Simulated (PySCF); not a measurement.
Ga(OMe)(PH2)2 (CH7GaOP2), SMILES [O](C)[Ga]([PH2])[PH2].

The structure is a stationary point at B3LYP-D3(BJ)/def2-SVP. Other conformers were not sampled.

The numbers are results of IEF-PCM-ωB97X/def2-SVP (PySCF 2.14.0), not measurements.

The values are the electrostatic part of the solvation free energy, E(continuum) − E(gas) at the gas-phase geometry, in a cavity of scaled van der Waals radii (PySCF's table); cavitation and dispersion terms are not included. A continuum can't describe solvent molecules that bind to the metal. In vacuum the orbital gap is 9.98 eV. The dipole moment in vacuum is 1.77 D.

```
solvent                ε  ΔG(elec) (kcal/mol)  dipole (D)  gap (eV)
-----------------  -----  -------------------  ----------  --------
water              78.36                 -5.7        2.53     10.19
dimethylsulfoxide  46.83                 -5.6        2.52     10.19
diethylether        4.24                 -3.7        2.22     10.11
```
